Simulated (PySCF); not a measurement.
C₂H₇BN₂O, SMILES C/C=N/B(N)O.

The structure is a stationary point at PBE0-D3(BJ)/def2-SVP. The structure was generated by enumeration; whether it is a known compound was not checked. One conformer was computed; it need not be the lowest.

The numbers are results of ωB97X/def2-TZVP (PySCF), not measurements.

Isolated molecule, no solvent.

Task: Estimate the frontier levels, gap, dipole moment and polarisability. (An estimate is asked for; the answer gives what the named calculation found.)

Result: 
```
Item                                                                                                           Result
---------------------------------------------------------------------------------------------  ----------------------
highest occupied level                                                                                       -9.45 eV
lowest empty level                                                                                            1.93 eV
orbital gap                                                                                                  11.38 eV
dipole moment                                                                                               0.446 e·Å
quadrupole, principal values (traceless, Buckingham form, about the centre of nuclear charge)  -6.92, -0.73, 7.65 D·Å
mean static polarisability                                                                       57.5 bohr³ (8.52 Å³)
polarisability, principal values                                                               45.3, 54.1, 73.1 bohr³
```
